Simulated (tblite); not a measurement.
Record of a relaxation.

Species: C8H9P.
SMILES with atom numbers: `[cH:1]1[cH:2][p:3][cH:4][c:5]([CH:6]2[CH2:7][CH2:8]2)[cH:9]1` (hydrogens: H10 on C1; H11 on C2; H12 on C4; H13 on C6; H14, H15 on C7; H16, H17 on C8; H18 on C9)

Computed with GFN2-xTB (tblite), gas phase: L-BFGS steps from a force-field or distance-geometry start until the largest atomic force falls under 0.01 eV/Å. 6 of its 33 geometries are shown.

Step 0: E = -657.5253 eV, largest atomic force 3.228 eV/Å
```
atom  x, y, z in Å  |  force x, y, z in eV/Å
C1      1.964    1.413   -0.019   -0.746  -0.590  -0.094
C2      2.966    0.797   -0.741   -0.516  -1.780  -0.564
P3      2.791   -0.854   -1.509   -2.273   1.642   1.600
C4      1.046   -1.201   -1.040    1.451   0.628  -0.039
C5      0.205   -0.380   -0.270    0.301  -0.092  -0.361
C6     -1.218   -0.873    0.009    1.021   0.667   0.131
C7     -2.383    0.083    0.057    0.069  -0.216   0.422
C8     -1.893   -0.572    1.327   -0.347   0.028  -0.332
C9      0.676    0.872    0.196    0.061  -0.193  -0.113
H10     2.162    2.395    0.415   -0.047  -0.290  -0.133
H11     3.929    1.284   -0.846   -0.132  -0.108  -0.036
H12     0.668   -2.168   -1.383    0.153   0.370   0.096
H13    -1.452   -1.850   -0.398    0.272   0.076  -0.082
H14    -2.211    1.141   -0.068    0.084  -0.057  -0.042
H15    -3.329   -0.251   -0.356    0.158   0.039   0.031
H16    -1.400    0.037    2.075    0.058  -0.072  -0.200
H17    -2.512   -1.355    1.760    0.183   0.174  -0.096
H18    -0.016    1.486    0.779    0.250  -0.228  -0.187
```

Step 6: E = -657.9164 eV, largest atomic force 0.325 eV/Å
```
atom  x, y, z in Å  |  force x, y, z in eV/Å
C1      1.918    1.380   -0.022    0.052   0.020   0.006
C2      2.906    0.740   -0.734   -0.018  -0.108  -0.076
P3      2.702   -0.815   -1.465   -0.102  -0.069   0.012
C4      1.062   -1.162   -1.012    0.064  -0.115  -0.110
C5      0.203   -0.365   -0.270    0.159  -0.026  -0.051
C6     -1.174   -0.842    0.014    0.101  -0.053  -0.062
C7     -2.360    0.084    0.061   -0.040   0.060   0.077
C8     -1.880   -0.567    1.316   -0.044   0.085   0.029
C9      0.654    0.865    0.197   -0.091   0.105   0.101
H10     2.147    2.350    0.396   -0.025   0.099   0.055
H11     3.866    1.226   -0.855    0.000  -0.009   0.006
H12     0.703   -2.119   -1.374   -0.116  -0.032   0.036
H13    -1.380   -1.815   -0.409    0.058  -0.138  -0.101
H14    -2.196    1.142   -0.068    0.059   0.048  -0.014
H15    -3.293   -0.257   -0.361    0.034  -0.021  -0.070
H16    -1.386    0.041    2.056    0.074   0.026   0.011
H17    -2.486   -1.353    1.742    0.066  -0.028  -0.010
H18    -0.017    1.470    0.774   -0.232   0.159   0.162
```

Step 13: E = -657.9368 eV, largest atomic force 0.056 eV/Å
```
atom  x, y, z in Å  |  force x, y, z in eV/Å
C1      1.905    1.387   -0.012    0.004   0.006   0.001
C2      2.880    0.731   -0.732    0.012  -0.044  -0.014
P3      2.687   -0.826   -1.465   -0.018  -0.018  -0.007
C4      1.051   -1.171   -1.015    0.011   0.028   0.019
C5      0.213   -0.356   -0.266   -0.043  -0.018   0.016
C6     -1.158   -0.845    0.008   -0.044  -0.009  -0.006
C7     -2.344    0.086    0.057   -0.010   0.010   0.001
C8     -1.864   -0.563    1.310   -0.006  -0.003   0.016
C9      0.637    0.881    0.216   -0.002  -0.024  -0.036
H10     2.145    2.358    0.400   -0.003   0.048   0.028
H11     3.845    1.206   -0.855   -0.003   0.025   0.009
H12     0.662   -2.124   -1.359   -0.005   0.049   0.024
H13    -1.352   -1.820   -0.425   -0.003  -0.007   0.001
H14    -2.175    1.144   -0.074    0.041   0.003  -0.018
H15    -3.270   -0.256   -0.379    0.006  -0.008  -0.012
H16    -1.363    0.043    2.049    0.043   0.008  -0.015
H17    -2.458   -1.355    1.740    0.001  -0.023   0.004
H18    -0.051    1.483    0.792    0.018  -0.024  -0.010
```

Step 19: E = -657.9380 eV, largest atomic force 0.020 eV/Å
```
atom  x, y, z in Å  |  force x, y, z in eV/Å
C1      1.905    1.388   -0.012   -0.015  -0.009   0.001
C2      2.880    0.730   -0.731   -0.001  -0.005  -0.005
P3      2.683   -0.827   -1.465    0.005   0.005   0.003
C4      1.049   -1.169   -1.012    0.005   0.006  -0.001
C5      0.210   -0.355   -0.265   -0.014  -0.008   0.001
C6     -1.161   -0.847    0.007   -0.007  -0.001  -0.002
C7     -2.344    0.087    0.057    0.011  -0.006  -0.015
C8     -1.864   -0.563    1.310    0.013  -0.008  -0.003
C9      0.637    0.881    0.214   -0.014  -0.008   0.005
H10     2.143    2.361    0.403   -0.002   0.001   0.002
H11     3.843    1.208   -0.854    0.008   0.003   0.000
H12     0.655   -2.119   -1.354    0.008  -0.006  -0.005
H13    -1.353   -1.823   -0.426   -0.002   0.011   0.006
H14    -2.165    1.143   -0.079    0.006  -0.007  -0.004
H15    -3.268   -0.255   -0.383   -0.004   0.011   0.008
H16    -1.352    0.042    2.043    0.007  -0.004  -0.003
H17    -2.455   -1.357    1.742   -0.003   0.010   0.007
H18    -0.051    1.481    0.792    0.000   0.013   0.005
```

Step 26: E = -657.9383 eV, largest atomic force 0.020 eV/Å
```
atom  x, y, z in Å  |  force x, y, z in eV/Å
C1      1.901    1.387   -0.011    0.000   0.000  -0.001
C2      2.878    0.731   -0.730    0.002   0.001   0.005
P3      2.684   -0.826   -1.464    0.006   0.009   0.000
C4      1.049   -1.168   -1.012    0.000  -0.005   0.003
C5      0.207   -0.358   -0.265    0.002   0.005  -0.003
C6     -1.163   -0.851    0.005    0.001   0.003   0.009
C7     -2.341    0.087    0.056    0.001   0.003   0.003
C8     -1.861   -0.563    1.309   -0.002   0.004   0.000
C9      0.633    0.880    0.215    0.004   0.004  -0.003
H10     2.139    2.360    0.404   -0.006  -0.007  -0.001
H11     3.841    1.210   -0.852   -0.003   0.002   0.001
H12     0.658   -2.119   -1.355   -0.004  -0.012  -0.006
H13    -1.356   -1.827   -0.426    0.002   0.005   0.001
H14    -2.157    1.141   -0.084    0.004   0.003   0.000
H15    -3.271   -0.249   -0.379    0.001  -0.002   0.005
H16    -1.343    0.040    2.040    0.004   0.001  -0.005
H17    -2.456   -1.351    1.745   -0.001   0.003  -0.003
H18    -0.051    1.484    0.793   -0.010  -0.017  -0.003
```

Step 32: E = -657.9385 eV, largest atomic force 0.008 eV/Å
```
atom  x, y, z in Å  |  force x, y, z in eV/Å
C1      1.898    1.387   -0.010    0.000  -0.002   0.000
C2      2.876    0.732   -0.728    0.000   0.002  -0.003
P3      2.685   -0.824   -1.464    0.001  -0.002   0.000
C4      1.050   -1.171   -1.013    0.000   0.003  -0.003
C5      0.207   -0.361   -0.267    0.002  -0.002   0.002
C6     -1.163   -0.853    0.004    0.000   0.000  -0.004
C7     -2.339    0.089    0.056    0.001   0.001   0.002
C8     -1.858   -0.561    1.310    0.004   0.002   0.000
C9      0.631    0.877    0.213    0.000  -0.003   0.002
H10     2.134    2.359    0.406   -0.006  -0.003   0.000
H11     3.839    1.213   -0.849    0.001  -0.001   0.001
H12     0.660   -2.122   -1.358    0.001   0.004   0.003
H13    -1.358   -1.828   -0.427   -0.007  -0.003   0.001
H14    -2.150    1.142   -0.087   -0.003   0.002   0.001
H15    -3.271   -0.245   -0.373    0.004   0.001  -0.006
H16    -1.336    0.040    2.038   -0.002   0.002   0.005
H17    -2.458   -1.345    1.747    0.006   0.001   0.000
H18    -0.057    1.477    0.791   -0.002  -0.001  -0.002
```

Q: Summarise the path.

A: The energy falls by 39.87 kJ/mol from step 0 to step 32; nine tenths of that is first reached at step 5. It falls at every step. The largest force goes from 3.228 to 0.008 eV/Å. Among the bonds P3–C4 changes most, from 1.840 to 1.731 Å; the atoms move by 0.071 Å rms after alignment.

Q: Follow the three bonds and two angles with the largest change from start to end.

A: 
```json
{"step": "0", "E above end (kJ/mol)": "39.87", "largest force (eV/Å)": "3.228", "P3–C4 (Å)": "1.840", "C2–P3 (Å)": "1.829", "C5–C6 (Å)": "1.531", "C1–C9–C5 (°)": "126.2", "C6–C8–H16 (°)": "120.7"}
{"step": "1", "E above end (kJ/mol)": "19.14", "largest force (eV/Å)": "1.619", "P3–C4 (Å)": "1.786", "C2–P3 (Å)": "1.774", "C5–C6 (Å)": "1.519", "C1–C9–C5 (°)": "126.0", "C6–C8–H16 (°)": "119.7"}
{"step": "3", "E above end (kJ/mol)": "7.49", "largest force (eV/Å)": "0.473", "P3–C4 (Å)": "1.736", "C2–P3 (Å)": "1.732", "C5–C6 (Å)": "1.507", "C1–C9–C5 (°)": "125.4", "C6–C8–H16 (°)": "118.8"}
{"step": "4", "E above end (kJ/mol)": "4.49", "largest force (eV/Å)": "0.389", "P3–C4 (Å)": "1.737", "C2–P3 (Å)": "1.737", "C5–C6 (Å)": "1.495", "C1–C9–C5 (°)": "125.6", "C6–C8–H16 (°)": "118.7"}
{"step": "6", "E above end (kJ/mol)": "2.13", "largest force (eV/Å)": "0.325", "P3–C4 (Å)": "1.737", "C2–P3 (Å)": "1.731", "C5–C6 (Å)": "1.485", "C1–C9–C5 (°)": "124.9", "C6–C8–H16 (°)": "118.8"}
{"step": "7", "E above end (kJ/mol)": "1.46", "largest force (eV/Å)": "0.226", "P3–C4 (Å)": "1.734", "C2–P3 (Å)": "1.729", "C5–C6 (Å)": "1.483", "C1–C9–C5 (°)": "124.4", "C6–C8–H16 (°)": "118.8"}
{"step": "8", "E above end (kJ/mol)": "0.96", "largest force (eV/Å)": "0.160", "P3–C4 (Å)": "1.732", "C2–P3 (Å)": "1.729", "C5–C6 (Å)": "1.484", "C1–C9–C5 (°)": "123.7", "C6–C8–H16 (°)": "118.7"}
{"step": "10", "E above end (kJ/mol)": "0.59", "largest force (eV/Å)": "0.134", "P3–C4 (Å)": "1.730", "C2–P3 (Å)": "1.732", "C5–C6 (Å)": "1.485", "C1–C9–C5 (°)": "123.2", "C6–C8–H16 (°)": "118.6"}
{"step": "11", "E above end (kJ/mol)": "0.41", "largest force (eV/Å)": "0.100", "P3–C4 (Å)": "1.730", "C2–P3 (Å)": "1.732", "C5–C6 (Å)": "1.484", "C1–C9–C5 (°)": "123.0", "C6–C8–H16 (°)": "118.6"}
{"step": "13", "E above end (kJ/mol)": "0.17", "largest force (eV/Å)": "0.056", "P3–C4 (Å)": "1.731", "C2–P3 (Å)": "1.732", "C5–C6 (Å)": "1.481", "C1–C9–C5 (°)": "123.1", "C6–C8–H16 (°)": "118.6"}
{"step": "14", "E above end (kJ/mol)": "0.13", "largest force (eV/Å)": "0.045", "P3–C4 (Å)": "1.731", "C2–P3 (Å)": "1.731", "C5–C6 (Å)": "1.480", "C1–C9–C5 (°)": "123.3", "C6–C8–H16 (°)": "118.6"}
{"step": "15", "E above end (kJ/mol)": "0.10", "largest force (eV/Å)": "0.039", "P3–C4 (Å)": "1.731", "C2–P3 (Å)": "1.732", "C5–C6 (Å)": "1.480", "C1–C9–C5 (°)": "123.4", "C6–C8–H16 (°)": "118.5"}
{"step": "17", "E above end (kJ/mol)": "0.06", "largest force (eV/Å)": "0.035", "P3–C4 (Å)": "1.730", "C2–P3 (Å)": "1.732", "C5–C6 (Å)": "1.481", "C1–C9–C5 (°)": "123.4", "C6–C8–H16 (°)": "118.3"}
{"step": "18", "E above end (kJ/mol)": "0.06", "largest force (eV/Å)": "0.017", "P3–C4 (Å)": "1.730", "C2–P3 (Å)": "1.732", "C5–C6 (Å)": "1.481", "C1–C9–C5 (°)": "123.4", "C6–C8–H16 (°)": "118.2"}
{"step": "19", "E above end (kJ/mol)": "0.05", "largest force (eV/Å)": "0.020", "P3–C4 (Å)": "1.730", "C2–P3 (Å)": "1.732", "C5–C6 (Å)": "1.481", "C1–C9–C5 (°)": "123.4", "C6–C8–H16 (°)": "118.1"}
{"step": "21", "E above end (kJ/mol)": "0.04", "largest force (eV/Å)": "0.018", "P3–C4 (Å)": "1.731", "C2–P3 (Å)": "1.732", "C5–C6 (Å)": "1.481", "C1–C9–C5 (°)": "123.3", "C6–C8–H16 (°)": "118.0"}
{"step": "22", "E above end (kJ/mol)": "0.03", "largest force (eV/Å)": "0.014", "P3–C4 (Å)": "1.731", "C2–P3 (Å)": "1.732", "C5–C6 (Å)": "1.481", "C1–C9–C5 (°)": "123.3", "C6–C8–H16 (°)": "118.0"}
{"step": "24", "E above end (kJ/mol)": "0.03", "largest force (eV/Å)": "0.016", "P3–C4 (Å)": "1.730", "C2–P3 (Å)": "1.732", "C5–C6 (Å)": "1.481", "C1–C9–C5 (°)": "123.3", "C6–C8–H16 (°)": "118.0"}
{"step": "25", "E above end (kJ/mol)": "0.02", "largest force (eV/Å)": "0.019", "P3–C4 (Å)": "1.730", "C2–P3 (Å)": "1.732", "C5–C6 (Å)": "1.481", "C1–C9–C5 (°)": "123.3", "C6–C8–H16 (°)": "118.1"}
{"step": "26", "E above end (kJ/mol)": "0.02", "largest force (eV/Å)": "0.020", "P3–C4 (Å)": "1.730", "C2–P3 (Å)": "1.732", "C5–C6 (Å)": "1.481", "C1–C9–C5 (°)": "123.3", "C6–C8–H16 (°)": "118.1"}
{"step": "28", "E above end (kJ/mol)": "0.01", "largest force (eV/Å)": "0.018", "P3–C4 (Å)": "1.731", "C2–P3 (Å)": "1.732", "C5–C6 (Å)": "1.481", "C1–C9–C5 (°)": "123.3", "C6–C8–H16 (°)": "118.0"}
{"step": "29", "E above end (kJ/mol)": "0.01", "largest force (eV/Å)": "0.018", "P3–C4 (Å)": "1.731", "C2–P3 (Å)": "1.732", "C5–C6 (Å)": "1.482", "C1–C9–C5 (°)": "123.3", "C6–C8–H16 (°)": "118.0"}
{"step": "31", "E above end (kJ/mol)": "0.00", "largest force (eV/Å)": "0.011", "P3–C4 (Å)": "1.731", "C2–P3 (Å)": "1.732", "C5–C6 (Å)": "1.481", "C1–C9–C5 (°)": "123.4", "C6–C8–H16 (°)": "117.9"}
{"step": "32", "E above end (kJ/mol)": "0.00", "largest force (eV/Å)": "0.008", "P3–C4 (Å)": "1.731", "C2–P3 (Å)": "1.732", "C5–C6 (Å)": "1.481", "C1–C9–C5 (°)": "123.4", "C6–C8–H16 (°)": "117.9"}
```

The cost below is that of the whole relaxation. The run took 0.36 s of wall time on one thread, Arm Neoverse N1 (aarch64) (shared host).
